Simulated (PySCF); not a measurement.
C₃H₉BeNO, singlet, geometry from GFN2-xTB (such geometries of metal compounds can be far from the true shape). Base run: B3LYP/6-31G run with PySCF.

Input for PySCF:
```python
from pyscf import gto, scf, dft, solvent

mol = gto.M(
    atom='''
Be    0.12577778   -0.08912325   -0.34684761
O     0.58033098   -0.40347963   -1.60809221
C     1.03902109   -0.71698390   -2.86196062
H     0.60786503   -0.03707552   -3.60569071
H     2.13147306   -0.63093891   -2.90211335
H     0.75957739   -1.74402313   -3.12484579
N    -0.38082871    0.26301010    1.05145553
C    -1.11072144    1.46241344    1.38395019
C    -0.19708409   -0.55692542    2.22443502
H    -2.10122197    1.21958368    1.79373383
H    -0.57284330    2.05413397    2.13795329
H    -1.24393564    2.07291132    0.49530614
H     0.36280201   -0.01502837    2.99960286
H    -1.16476496   -0.85084980    2.65477798
H     0.35379694   -1.45647850    1.96466765
''',
    basis='6-31g',
    verbose=4,
)

mf = dft.RKS(mol)
mf.xc = 'b3lyp'
mf.kernel()
```

Each row names what was changed in the base input (with any setting that the change needs).

```tsv
change	ΔE vs base (kJ/mol)	dipole (D)	HOMO-LUMO gap (eV)
base	0.00	0.81	6.48
model = IEF-PCM; solvent = toluene; vdw_scale = 1.4	-1.78	0.87	6.50
model = IEF-PCM; solvent = toluene; r_probe = 0.5	?	?	?
model = IEF-PCM; solvent = tetrahydrofuran	-8.52	0.93	6.56
model = COSMO; solvent = toluene	-5.12	0.87	6.53
model = IEF-PCM; solvent = toluene	-4.68	0.88	6.52
model = IEF-PCM; solvent = toluene; lebedev_order = 11	?	0.88	6.52
model = IEF-PCM; solvent = toluene; vdw_scale = 1.0	-13.76	0.89	6.58
model = IEF-PCM; solvent = dimethylsulfoxide	-10.56	0.95	6.59
model = SS(V)PE; solvent = toluene	-4.64	0.88	6.52
model = IEF-PCM; solvent = 2-propanol	?	?	6.58
model = IEF-PCM; solvent = toluene; vdw_scale = 1.1	-7.93	0.89	6.55
```

Problem. Complete the blanks.

Solution. 
- model = IEF-PCM; solvent = toluene; r_probe = 0.5, ΔE vs base (kJ/mol): -1.01
- model = IEF-PCM; solvent = toluene; r_probe = 0.5, dipole (D): 0.86
- model = IEF-PCM; solvent = toluene; r_probe = 0.5, HOMO-LUMO gap (eV): 6.49
- model = IEF-PCM; solvent = toluene; lebedev_order = 11, ΔE vs base (kJ/mol): -4.23
- model = IEF-PCM; solvent = 2-propanol, ΔE vs base (kJ/mol): -9.98
- model = IEF-PCM; solvent = 2-propanol, dipole (D): 0.94

The base is the gas phase, so ΔE is the electrostatic part of solvation at a fixed geometry, without cavity and dispersion terms.
